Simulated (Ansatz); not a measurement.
A nudged elastic band was laid between two geometries of CH6OSi + H2S (12 atoms, charge 0, multiplicity 1).

These are results of Ansatz, RKS LDA/def2-SVP, not measurements.

```json
{
 "movable images": "7",
 "climbing image": "yes",
 "spring": "5.0 eV/Å²",
 "optimiser": "quadratic models (default)",
 "start path": "through a guess of the saddle point",
 "force threshold": "0.05 eV/Å",
 "iteration limit": "60",
 "end points": "relaxed"
}
```

Initial state:

```xyz
12
Properties=species:S:1:pos:R:3
Si -0.520 0.929 0.819
O -0.210 0.048 -0.584
C -1.023 -1.041 -0.913
H -1.972 1.343 0.755
H 0.373 2.130 0.789
H -0.307 0.095 2.055
H 1.605 -0.274 -0.283
S 2.759 -0.193 0.478
H -2.106 -0.765 -0.914
H -0.761 -1.397 -1.933
H -0.890 -1.898 -0.207
H 3.052 1.024 -0.062
```

Final state:

```xyz
12
Properties=species:S:1:pos:R:3
Si 0.150 1.005 1.318
O -0.301 0.173 -1.346
C -0.943 -1.059 -1.252
H -1.100 0.178 1.297
H 0.107 2.220 0.439
H 0.402 1.456 2.737
H 0.655 0.021 -1.149
S 1.757 -0.355 0.779
H -2.041 -0.887 -1.281
H -0.694 -1.755 -2.092
H -0.722 -1.600 -0.293
H 2.730 0.602 0.845
```

Task: What changes between the two ends?

Result: Bonds broken: Si1–O2, H7–S8. Bonds formed: Si1–S8, O2–H7. CH6OSi + H2S becomes CH4O + H4SSi.

Task: Give the energies along the band, and the barrier.

Result: The forces met the threshold. The highest image is number 3 of 0 to 8, 0.62 eV above the first end and 0.52 eV above the last; the last end lies 0.11 eV above the first. A vibrational analysis at the climbing image gives one clearly imaginary mode, 199i cm⁻¹: a first-order saddle point. The orbitals stay closed-shell, which can raise the energy where a bond breaks towards radicals; this wasn't checked here.

```
image  path coordinate (Å)  energy (eV)  Si1–O2 (Å)  H7–S8 (Å)  Si1–S8 (Å)
    0                 0.00         0.00        1.68       1.38        3.48
    1                 0.76         0.02        1.69       1.39        3.32
    2                 1.53         0.36        1.76       1.48        2.74
    3                 2.29         0.62        2.02       2.02        2.34
    4                 3.11         0.42        2.55       2.16        2.21
    5                 3.92         0.20        2.93       2.22        2.17
    6                 4.74         0.18        2.78       2.22        2.18
    7                 5.56         0.13        2.78       2.22        2.18
    8                 6.37         0.11        2.83       2.25        2.17
```

Task: What is the geometry of the highest image?

Result: 
```xyz
12
Properties=species:S:1:pos:R:3
Si 0.015 0.932 0.997
O 0.095 -0.281 -0.614
C -0.959 -1.087 -1.080
H -1.476 0.816 0.644
H 0.305 2.387 0.733
H -0.051 0.618 2.477
H 1.007 -0.697 -0.402
S 2.231 0.193 0.942
H -1.901 -0.590 -0.750
H -0.949 -1.151 -2.189
H -0.926 -2.108 -0.640
H 2.608 0.967 -0.118
```

Task: What are the harmonic wavenumbers there?

Result: 199i, 105, 124, 185, 223, 293, 358, 404, 523, 718, 744, 788, 843, 974, 1042, 1073, 1091, 1121, 1205, 1353, 1390, 1411, 1975, 2099, 2147, 2600, 2903, 2949, 3040, 3059 cm⁻¹.

The band took 24 iterations and roughly 2.3 core-minutes.

The run took 72 s on 2 threads of AMD EPYC 9R45 96-Core Processor (Zen 5) (shared host), peak memory 0.16 GiB.
